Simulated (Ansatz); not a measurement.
Total energies of Cu4Cl4 from Ansatz at PBE-D4/def2-TZVP, gas phase (1 Eh = 27.2114 eV = 2625.5 kJ/mol). The reference geometry is relaxed at r2SCAN-D4/def2-SVP.

```xyz
8

Cu    0.561    0.028    1.964
Cu   -0.561   -0.028   -1.964
Cu   -1.047   -0.861    0.311
Cu    1.046    0.861   -0.311
Cl   -1.532   -0.279    2.405
Cl   -1.274   -2.029   -1.571
Cl    2.569    0.330    1.225
Cl    0.238    1.977   -2.060
```

| state | geometry | energy (Eh) |
| --- | --- | --- |
| charge 0 singlet | reference | -8401.65878 |
| charge 1 doublet | reference | -8401.33858 |
| charge -1 doublet | reference | -8401.69877 |
| charge -1 doublet | relaxed at r2SCAN-D4/def2-SVP | -8401.72445 |
| charge 0 triplet | relaxed at r2SCAN-D4/def2-SVP | -8401.59187 |
| charge 0 quintet | relaxed at r2SCAN-D4/def2-SVP | -8401.45252 |
| free Cu atom (doublet) | – | -1640.24447 |
| free Cl atom (doublet) | – | -459.95840 |

(1) Work out the vertical ionisation energy to the doublet.

(2) Work out the vertical electron affinity, to the doublet.

(3) Give the fundamental gap IE − EA, the Mulliken electronegativity (IE + EA)/2 and the hardness (IE − EA)/2.

(4) How much does the charge -1 doublet relax, and what is the adiabatic electron affinity?

(5) Which of the charge 0 states is lowest, and how far above it are the others?

(6) What is the binding energy per atom against free atoms?

(1) E(charge 1 doublet) − E(charge 0 singlet) = -8401.33858 − (-8401.65878) = 0.32020 Eh = 8.71 eV. For comparison, −ε of the highest occupied level is 6.18 eV at this level, 2.53 eV less.

(2) E(charge 0 singlet) − E(charge -1 doublet) = -8401.65878 − (-8401.69877) = 0.03999 Eh = 1.09 eV. The basis lacks diffuse functions, which makes affinities too small.

(3) From the values in Eh: IE − EA = 0.32020 − 0.03999 = 0.28021 Eh = 7.62 eV; (IE + EA)/2 = 4.90 eV; (IE − EA)/2 = 3.81 eV. The HOMO–LUMO gap of the same run is 2.78 eV, 4.84 eV smaller than the fundamental gap.

(4) Relaxation: -8401.69877 − (-8401.72445) = 0.02568 Eh = 0.70 eV. Adiabatic electron affinity: 0.06567 Eh = 1.79 eV, without zero-point energy. 

(5) The singlet. triplet: -8401.59187 − (-8401.65878) = 0.06691 Eh = 175.7 kJ/mol; quintet: -8401.45252 − (-8401.65878) = 0.20626 Eh = 541.5 kJ/mol.

(6) Atoms: 4 × (-1640.24447) + 4 × (-459.95840) = -8400.81148 Eh. Binding: -8400.81148 − (-8401.65878) = 0.84730 Eh = 23.06 eV, or 2.88 eV for each of 8 atoms (no zero-point energy, no counterpoise term).

At PBE-D4/def2-TZVP the gap within one spin of the charge 1 doublet nearly closes, so an electron or hole may be smeared out by delocalisation error. At PBE-D4/def2-TZVP the highest occupied level of the charge -1 doublet lies above zero (up to 1.22 eV). By energy differences its removal costs 1.09 eV (vertical, to the charge 0 singlet, at PBE-D4/def2-TZVP); self-interaction error and the lack of diffuse functions both raise the level.  

The structure comes from a short search, and lower isomers may exist.
